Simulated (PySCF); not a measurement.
C₂H₉GaO₂Si, singlet, at a GFN2-xTB geometry (such geometries of metal compounds can be far from the true shape), with bond 11-8 at 2.4 times its length; PySCF with CASSCF(6,5)/STO-3G.

PySCF was given this input:
```python
from pyscf import gto, scf, mcscf
import numpy

mol = gto.M(
    atom='''
Ga    0.00680172   -0.00827888   -0.00064364
O    -1.51246332   -0.76093652    0.44464050
C    -2.61614763   -1.63142244    0.53779687
H    -3.53061118   -1.08664421    0.28627019
H    -2.51358411   -2.48061504   -0.14282655
H    -2.69712864   -2.00793333    1.56151612
O     1.25611297   -0.43969237   -1.15032203
C     2.02884653   -1.08667211   -2.13479862
H     2.16740755   -0.41532714   -2.98705524
H     3.00839896   -1.34067549   -1.71984630
H     0.86820723   -3.28592903   -2.97060702
Si    0.41821567    2.01285174    1.17481192
H    -0.05082981    1.89087120    2.56162180
H    -0.27935497    3.13746481    0.53332774
H     1.85919246    2.29620783    1.19009281
''',
    basis='sto-3g',
    verbose=4,
)

mf = scf.RHF(mol)
mf.kernel()
mc = mcscf.CASSCF(mf, 5, 6)
mc.fix_spin_(ss=0.0)
mc.kernel()
occ = numpy.linalg.eigvalsh(mc.fcisolver.make_rdm1(mc.ci, mc.ncas, mc.nelecas))[::-1]
ss = mc.fcisolver.spin_square(mc.ci, mc.ncas, mc.nelecas)[0]
print('natural occupations', occ.round(4), ' <S^2>', round(ss, 4))
```

The log (banner, timings and long lists left out):

```
PySCF version 2.14.0

[INPUT] verbose = 4
[INPUT] num. atoms = 15
[INPUT] num. electrons = 82
[INPUT] charge = 0
[INPUT] spin (= nelec alpha-beta = 2S) = 0
[INPUT] symmetry False subgroup None
[INPUT] Mole.unit = angstrom
[INPUT] Symbol           X                Y                Z      unit          X                Y                Z       unit  Magmom
[...]
nuclear repulsion = 538.664121377982
number of shells = 34
number of NR pGTOs = 168
number of NR cGTOs = 56
basis = sto-3g
ecp = {}

******** <class 'pyscf.scf.hf.RHF'> ********
method = RHF
initial guess = minao
damping factor = 0
level_shift factor = 0
DIIS = <class 'pyscf.scf.diis.CDIIS'>
diis_start_cycle = 1
diis_space = 8
diis_damp = 0
SCF conv_tol = 1e-09
SCF conv_tol_grad = None
SCF max_cycles = 50
direct_scf = True
direct_scf_tol = 1e-13
Set gradient conv threshold to 3.16228e-05
Initial guess from minao.
init E= -2411.55444953177
[...]
cycle= 1 E= -2413.58769199341  delta_E= -2.03  |g|= 0.818  |ddm|=  4.4
[...]
cycle= 2 E= -2413.83353441725  delta_E= -0.246  |g|= 0.422  |ddm|= 2.01
[...]
cycle= 3 E= -2413.89716543439  delta_E= -0.0636  |g|= 0.101  |ddm|= 0.694
[...]
cycle= 4 E= -2413.90205850213  delta_E= -0.00489  |g|= 0.0579  |ddm|= 0.26
[...]
cycle= 5 E= -2413.90398960008  delta_E= -0.00193  |g|= 0.022  |ddm|= 0.14
[...]
cycle= 6 E= -2413.90446471956  delta_E= -0.000475  |g|= 0.0114  |ddm|= 0.0755
[...]
cycle= 7 E= -2413.9046014938  delta_E= -0.000137  |g|= 0.00441  |ddm|= 0.0438
[...]
cycle= 8 E= -2413.90463628142  delta_E= -3.48e-05  |g|= 0.00138  |ddm|= 0.0291
[...]
cycle= 9 E= -2413.90463982051  delta_E= -3.54e-06  |g|= 0.000596  |ddm|= 0.00882
[...]
cycle= 10 E= -2413.90464044002  delta_E= -6.2e-07  |g|= 0.000283  |ddm|= 0.00338
[...]
cycle= 11 E= -2413.90464059489  delta_E= -1.55e-07  |g|= 0.00011  |ddm|= 0.00173
[...]
cycle= 12 E= -2413.90464062313  delta_E= -2.82e-08  |g|= 4.6e-05  |ddm|= 0.000788
[...]
cycle= 13 E= -2413.9046406282  delta_E= -5.07e-09  |g|= 2.55e-05  |ddm|= 0.000299
[...]
cycle= 14 E= -2413.90464062983  delta_E= -1.64e-09  |g|= 1.41e-05  |ddm|= 0.000159
[...]
cycle= 15 E= -2413.90464063042  delta_E= -5.87e-10  |g|= 9.21e-06  |ddm|= 0.000103
[...]
Extra cycle  E= -2413.90464063053  delta_E= -1.12e-10  |g|= 7.73e-06  |ddm|= 3.11e-05
converged SCF energy = -2413.90464063053

******** <class 'pyscf.mcscf.mc1step.CASSCF'> ********
CAS (3e+3e, 5o), ncore = 38, nvir = 13
max_cycle_macro = 50
max_cycle_micro = 4
conv_tol = 1e-07
conv_tol_grad = None
orbital rotation max_stepsize = 0.02
orbital rotation threshold for CI restart = 0.01
augmented hessian ah_max_cycle = 30
augmented hessian ah_conv_tol = 1e-12
augmented hessian ah_linear dependence = 1e-14
augmented hessian ah_level shift = 1e-08
augmented hessian ah_start_tol = 2.5
augmented hessian ah_start_cycle = 3
augmented hessian ah_grad_trust_region = 3
kf_trust_region = 3
kf_interval = 4
ci_response_space = 4
ci_grad_trust_region = 3
with_dep4 0
natorb = False
canonicalization = True
sorting_mo_energy = False
ao2mo_level = 2
internal_rotation = False
******** <class 'pyscf.fci.addons.SpinPenaltyFCISolver'> ********
max. cycles = 50
conv_tol = 1e-08
davidson only = True
linear dependence = 1e-12
level shift = 0.001
max iter space = 12
nroots = 1
pspace_size = 400
spin = None
CASCI E = -2414.05771217889  S^2 = 0.0000000
Set conv_tol_grad to 0.000316228
macro iter   1 ( 21 JK    4 micro), CASSCF E = -2414.07533209319  dE = -1.76199143e-02  S^2 = 0.0000000
               |grad[o]|=0.109  |grad[c]|=0.0353  |ddm|=0.0261  |maxRot[o]|=0.176
macro iter   2 ( 21 JK    4 micro), CASSCF E = -2414.07740358595  dE = -2.07149276e-03  S^2 = 0.0000000
               |grad[o]|=0.0349  |grad[c]|=0.0463  |ddm|=0.0065  |maxRot[o]|=0.153
macro iter   3 ( 21 JK    4 micro), CASSCF E = -2414.07743808131  dE = -3.44953623e-05  S^2 = 0.0000000
               |grad[o]|=0.0172  |grad[c]|=0.0126  |ddm|=0.0143  |maxRot[o]|=0.057
macro iter   4 ( 17 JK    4 micro), CASSCF E = -2414.07727284676  dE =  1.65234554e-04  S^2 = 0.0000000
               |grad[o]|=0.0111  |grad[c]|=0.0298  |ddm|=0.00383  |maxRot[o]|=0.0867
macro iter   5 ( 21 JK    4 micro), CASSCF E = -2414.07790930715  dE = -6.36460389e-04  S^2 = 0.0000000
               |grad[o]|=0.00899  |grad[c]|=0.00283  |ddm|=0.0037  |maxRot[o]|=0.0851
macro iter   6 ( 21 JK    4 micro), CASSCF E = -2414.07861645399  dE = -7.07146846e-04  S^2 = 0.0000000
               |grad[o]|=0.0078  |grad[c]|=0.0114  |ddm|=0.00554  |maxRot[o]|=0.108
macro iter   7 ( 21 JK    4 micro), CASSCF E = -2414.07904626320  dE = -4.29809210e-04  S^2 = 0.0000000
               |grad[o]|=0.00616  |grad[c]|=0.00223  |ddm|=0.0102  |maxRot[o]|=0.108
macro iter   8 (  7 JK    2 micro), CASSCF E = -2414.07958894855  dE = -5.42685343e-04  S^2 = 0.0000000
               |grad[o]|=0.00491  |grad[c]|=0.00265  |ddm|=0.00813  |maxRot[o]|=0.0595
macro iter   9 (  7 JK    2 micro), CASSCF E = -2414.07990655747  dE = -3.17608924e-04  S^2 = 0.0000000
               |grad[o]|=0.00346  |grad[c]|=0.000756  |ddm|=0.00782  |maxRot[o]|=0.0624
macro iter  10 (  7 JK    2 micro), CASSCF E = -2414.08006637852  dE = -1.59821047e-04  S^2 = 0.0000000
               |grad[o]|=0.0028  |grad[c]|=0.00228  |ddm|=0.00615  |maxRot[o]|=0.0673
macro iter  11 (  7 JK    2 micro), CASSCF E = -2414.08022860514  dE = -1.62226619e-04  S^2 = 0.0000000
               |grad[o]|=0.00255  |grad[c]|=0.000797  |ddm|=0.00783  |maxRot[o]|=0.0686
macro iter  12 (  7 JK    2 micro), CASSCF E = -2414.08040454605  dE = -1.75940910e-04  S^2 = 0.0000000
               |grad[o]|=0.00231  |grad[c]|=0.00148  |ddm|=0.0144  |maxRot[o]|=0.069
macro iter  13 (  7 JK    2 micro), CASSCF E = -2414.08055576417  dE = -1.51218125e-04  S^2 = 0.0000000
               |grad[o]|=0.00206  |grad[c]|=0.00293  |ddm|=0.0204  |maxRot[o]|=0.0695
macro iter  14 (  7 JK    2 micro), CASSCF E = -2414.08067000562  dE = -1.14241454e-04  S^2 = 0.0000000
               |grad[o]|=0.00203  |grad[c]|=0.005  |ddm|=0.0156  |maxRot[o]|=0.0697
[...]
               |grad[o]|=0.0282  |grad[c]|=0.0492  |ddm|=0.0376  |maxRot[o]|=0.237
macro iter  22 ( 21 JK    4 micro), CASSCF E = -2414.08738871761  dE = -1.30663869e-03  S^2 = 0.0000000
               |grad[o]|=0.0261  |grad[c]|=0.0162  |ddm|=0.0281  |maxRot[o]|=0.0832
macro iter  23 ( 21 JK    4 micro), CASSCF E = -2414.08818164610  dE = -7.92928490e-04  S^2 = 0.0000000
               |grad[o]|=0.0216  |grad[c]|=0.0215  |ddm|=0.0207  |maxRot[o]|=0.0799
macro iter  24 ( 21 JK    4 micro), CASSCF E = -2414.08877599452  dE = -5.94348427e-04  S^2 = 0.0000000
               |grad[o]|=0.0199  |grad[c]|=0.00827  |ddm|=0.0162  |maxRot[o]|=0.0354
macro iter  25 ( 21 JK    4 micro), CASSCF E = -2414.08921078628  dE = -4.34791759e-04  S^2 = 0.0000000
               |grad[o]|=0.0176  |grad[c]|=0.00595  |ddm|=0.00799  |maxRot[o]|=0.162
macro iter  26 ( 21 JK    4 micro), CASSCF E = -2414.08922231823  dE = -1.15319522e-05  S^2 = 0.0000000
               |grad[o]|=0.0163  |grad[c]|=0.00634  |ddm|=0.0119  |maxRot[o]|=0.048
macro iter  27 ( 21 JK    4 micro), CASSCF E = -2414.08976849079  dE = -5.46172559e-04  S^2 = 0.0000000
               |grad[o]|=0.0128  |grad[c]|=0.00296  |ddm|=0.00682  |maxRot[o]|=0.094
macro iter  28 ( 21 JK    4 micro), CASSCF E = -2414.08985191181  dE = -8.34210173e-05  S^2 = 0.0000000
               |grad[o]|=0.0119  |grad[c]|=0.00466  |ddm|=0.00622  |maxRot[o]|=0.0561
macro iter  29 ( 21 JK    4 micro), CASSCF E = -2414.09019470476  dE = -3.42792952e-04  S^2 = 0.0000000
               |grad[o]|=0.00917  |grad[c]|=0.0226  |ddm|=0.0057  |maxRot[o]|=0.203
macro iter  30 ( 21 JK    4 micro), CASSCF E = -2414.09057900253  dE = -3.84297770e-04  S^2 = 0.0000000
               |grad[o]|=0.00839  |grad[c]|=0.00605  |ddm|=0.00655  |maxRot[o]|=0.0995
macro iter  31 ( 21 JK    4 micro), CASSCF E = -2414.09043941612  dE =  1.39586411e-04  S^2 = 0.0000000
               |grad[o]|=0.00607  |grad[c]|=0.0123  |ddm|=0.0064  |maxRot[o]|=0.0805
macro iter  32 ( 21 JK    4 micro), CASSCF E = -2414.09065235065  dE = -2.12934529e-04  S^2 = 0.0000000
               |grad[o]|=0.00459  |grad[c]|=0.00427  |ddm|=0.00155  |maxRot[o]|=0.0957
macro iter  33 ( 21 JK    4 micro), CASSCF E = -2414.09072584347  dE = -7.34928235e-05  S^2 = 0.0000000
               |grad[o]|=0.00372  |grad[c]|=0.0025  |ddm|=0.00317  |maxRot[o]|=0.0257
macro iter  34 ( 21 JK    4 micro), CASSCF E = -2414.09068161598  dE =  4.42274959e-05  S^2 = 0.0000000
               |grad[o]|=0.003  |grad[c]|=0.00265  |ddm|=0.00307  |maxRot[o]|=0.0753
macro iter  35 ( 21 JK    4 micro), CASSCF E = -2414.09080408190  dE = -1.22465924e-04  S^2 = 0.0000000
               |grad[o]|=0.00301  |grad[c]|=0.00346  |ddm|=0.000805  |maxRot[o]|=0.0709
macro iter  36 ( 21 JK    4 micro), CASSCF E = -2414.09080114681  dE =  2.93509584e-06  S^2 = 0.0000000
               |grad[o]|=0.00262  |grad[c]|=0.00178  |ddm|=0.00264  |maxRot[o]|=0.0195
macro iter  37 ( 21 JK    4 micro), CASSCF E = -2414.09086047323  dE = -5.93264185e-05  S^2 = 0.0000000
               |grad[o]|=0.00168  |grad[c]|=0.00174  |ddm|=0.000767  |maxRot[o]|=0.0452
macro iter  38 ( 21 JK    4 micro), CASSCF E = -2414.09086942915  dE = -8.95592757e-06  S^2 = 0.0000000
               |grad[o]|=0.00145  |grad[c]|=0.00123  |ddm|=0.00147  |maxRot[o]|=0.0149
macro iter  39 (  7 JK    2 micro), CASSCF E = -2414.09090427558  dE = -3.48464268e-05  S^2 = 0.0000000
               |grad[o]|=0.00107  |grad[c]|=0.00153  |ddm|=0.0013  |maxRot[o]|=0.0429
macro iter  40 ( 10 JK    3 micro), CASSCF E = -2414.09088284839  dE =  2.14271918e-05  S^2 = 0.0000000
               |grad[o]|=0.00115  |grad[c]|=0.000535  |ddm|=0.00296  |maxRot[o]|=0.031
macro iter  41 ( 17 JK    4 micro), CASSCF E = -2414.09090083782  dE = -1.79894300e-05  S^2 = 0.0000000
               |grad[o]|=0.000799  |grad[c]|=0.000665  |ddm|=0.00095  |maxRot[o]|=0.022
macro iter  42 (  6 JK    2 micro), CASSCF E = -2414.09090902326  dE = -8.18543731e-06  S^2 = 0.0000000
               |grad[o]|=0.000517  |grad[c]|=0.000288  |ddm|=0.00139  |maxRot[o]|=0.0242
macro iter  43 (  9 JK    3 micro), CASSCF E = -2414.09089025460  dE =  1.87686592e-05  S^2 = 0.0000000
               |grad[o]|=0.000727  |grad[c]|=0.000286  |ddm|=0.0028  |maxRot[o]|=0.0314
macro iter  44 ( 17 JK    4 micro), CASSCF E = -2414.09090462850  dE = -1.43739030e-05  S^2 = 0.0000000
               |grad[o]|=0.000831  |grad[c]|=0.000606  |ddm|=0.000434  |maxRot[o]|=0.0213
macro iter  45 (  7 JK    2 micro), CASSCF E = -2414.09091142281  dE = -6.79430832e-06  S^2 = 0.0000000
               |grad[o]|=0.000252  |grad[c]|=0.000183  |ddm|=0.00116  |maxRot[o]|=0.029
macro iter  46 ( 14 JK    4 micro), CASSCF E = -2414.09089000830  dE =  2.14145107e-05  S^2 = 0.0000000
               |grad[o]|=0.000614  |grad[c]|=0.00688  |ddm|=0.00218  |maxRot[o]|=0.0446
macro iter  47 ( 12 JK    3 micro), CASSCF E = -2414.09090398395  dE = -1.39756517e-05  S^2 = 0.0000000
               |grad[o]|=0.000722  |grad[c]|=0.00182  |ddm|=0.00083  |maxRot[o]|=0.0245
macro iter  48 (  7 JK    2 micro), CASSCF E = -2414.09091195473  dE = -7.97077928e-06  S^2 = 0.0000000
               |grad[o]|=0.000359  |grad[c]|=0.000956  |ddm|=0.000998  |maxRot[o]|=0.0278
macro iter  49 ( 19 JK    4 micro), CASSCF E = -2414.09088326703  dE =  2.86876939e-05  S^2 = 0.0000000
               |grad[o]|=0.000477  |grad[c]|=0.000495  |ddm|=0.000794  |maxRot[o]|=0.0478
macro iter  50 ( 21 JK    4 micro), CASSCF E = -2414.09089520268  dE = -1.19356482e-05  S^2 = 0.0000000
               |grad[o]|=0.000767  |grad[c]|=0.00157  |ddm|=0.000921  |maxRot[o]|=0.029
1-step CASSCF not converged,  50 macro (782 JK 167 micro) steps
CASSCF canonicalization
Density matrix diagonal elements [1.99456899 1.90774668 1.30297545 0.70202427 0.09268461]
CASSCF energy = -2414.09089520268
CASCI E = -2414.09089520268  E(CI) = -7.18608395614137  S^2 = 0.0000000
natural occupations [1.9949 1.9449 1.3023 0.6981 0.0599]  <S^2> 0.0
```

The run did not converge; its last values are not results.
